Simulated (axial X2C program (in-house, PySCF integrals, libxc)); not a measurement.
# SbN⁻ at several levels of theory

All values were computed with an axial X2C code built on PySCF integrals. Spin-free means the one-electron spin-free X2C Hamiltonian; two-component (2c) means X2C with spin–orbit coupling and atomic mean-field two-electron Coulomb and Gaunt terms, so the difference of the two also holds small scalar two-electron terms. Basis: Sb dyall-acv3z [12s13p9d5f1g], N dyall-av3z [7s7p3d2f] (cores contracted in-house); Gaussian nuclei, density fitting, unrestricted open shells. Masses: Sb 120.904 u, N 14.003 u.

Input:
```json
{"zs": [51, 7], "q": -1, "bas": ["dyall-acv3z", "dyall-av3z"], "levels": ["PBE0", "HF", "M06"], "cc": true, "r0": 1.93, "thr": -1.0, "nmax": 90, "npts": 10, "nst": 2, "ntry": 6}
```
```bash
python so2c.py task.json out
```

Keys: zs atomic numbers; q charge; bas basis sets; levels methods; cc coupled cluster on or off; r0 starting distance in Å; thr threshold in hartree for freezing inner shells (an s shell follows its p shell); nmax most natural virtual spinors; npts points on the curve; nst determinants followed; ntry starts of the search. HF also brings MP2.

State, spin-free: M_S = 1/2, Λ = 1 (beyond evenly filled blocks: π+α); electrons by block: σα: 13, σβ: 13, π+α: 7, π+β: 6, π-α: 6, π-β: 6, δ+α: 2, δ+β: 2, δ-α: 2, δ-β: 2. Fragments: Sb- + N.

State, 2c: Ω = 1/2 (⟨Sz⟩ = -0.50, ⟨Lz⟩ = 1.00 at HF); electrons by block: 1/2: 20, -1/2: 19, 3/2: 8, -3/2: 8, 5/2: 2, -5/2: 2. Fragments: Sb- + N.

```csv
Hamiltonian,level,Re (Å),ωe (cm⁻¹),ωexe (cm⁻¹),αe (cm⁻¹),De (eV),μ (D)
spin-free,PBE0,1.881,749.8,6.94,0.00362,3.25,-3.39
spin-free,HF,2.024,525.6,6.97,0.00376,0.367,-1.74
spin-free,M06,1.884,770.4,6.83,0.0031,3.45,-3.60
2c,HF,2.030,518.4,7.16,0.00383,n/a,-1.90
```

Dipoles are positive if N is the positive end and refer to the centre of mass.

Occupations by symmetry block were frozen at the best pattern of an incomplete PBE0 search. Dissociation energies refer to the lowest single-determinant-based atoms at the same level and basis. De is not given where an atomic determinant may have missed its ground term or J level, or where the truncated virtual space spoils (T). Without a current term, density functionals place determinants with orbital angular momentum somewhat too high. The highest occupied level of some functionals is positive through self-interaction error; at Hartree–Fock it is bound. The determinant is spin-polarised beyond a pure state at some levels (its spin-free form has ⟨S²⟩ too high), which makes Re and μ there less reliable. The stretched end of a curve changes character and is left out. Hartree–Fock gets electron affinities wrong, so its lowest charge split need not be the true one.

No reliable constants came from M06 (2c), MP2 (2c), MP2 (spin-free), PBE0 (2c): no minimum in range, unconverged points, a curve that is not smooth, a change of character along it, or the two Hamiltonians disagreeing along it.

Rough cost a point (2c) on 1 thread(s) of a shared host, integrals apart: HF 0.8 s.

The whole task took 3.3 min on 1 thread of Intel(R) Xeon(R) 6975P-C (Granite Rapids) (shared host).
